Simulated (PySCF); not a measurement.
HMoO3, neutral, multiplicity 2. Atoms are numbered in the order given.

```xyz
5

Mo     0.0000     0.0000     0.0417
O      0.0000     1.4151     0.9740
O      0.0000    -1.4151     0.9740
O      0.0000     0.0000    -1.8191
H      0.0000     0.0000    -2.7807
```
Charge 0, spin multiplicity 2.

Geometry optimised at B3LYP-D3(BJ)/def2-SVP. The geometry has at least one imaginary mode, so it is a saddle point at that level. The multiplicity is an assumed one; other spin states were not compared. The isomer is the one that the SMILES or the coordinates give; other isomers of the formula were not compared. The def2 effective core potentials stand for the cores of Mo; spin–orbit coupling is left out. Other conformers were not sampled.

Method: TDA-PBE/def2-SVPD (PySCF).

Vertical excitations. The molecule is in vacuum.

```csv
state,energy (eV),λ (nm),f,main pairs
root 1,1.73,716,0.001,α HOMO→LUMO 100 %
root 2,2.41,514,0.000,α HOMO→LUMO+1 99 %
root 3,3.06,405,0.000,β HOMO→LUMO 100 %
root 4,3.44,360,0.000,"α HOMO−1→LUMO 93 %, β HOMO→LUMO+1 6 %"
root 5,3.84,323,0.000,"α HOMO−1→LUMO 6 %, β HOMO→LUMO+1 93 %"
root 6,3.87,320,0.002,β HOMO−1→LUMO 94 %
root 7,3.95,314,0.002,β HOMO−2→LUMO 99 %
root 8,3.98,312,0.000,"α HOMO−1→LUMO+1 78 %, β HOMO→LUMO+2 19 %"
root 9,4.10,303,0.005,β HOMO−3→LUMO 94 %
root 10,4.28,290,0.001,"α HOMO−4→LUMO 53 %, β HOMO−3→LUMO+1 35 %"
```
Unrestricted roots are not spin-pure.
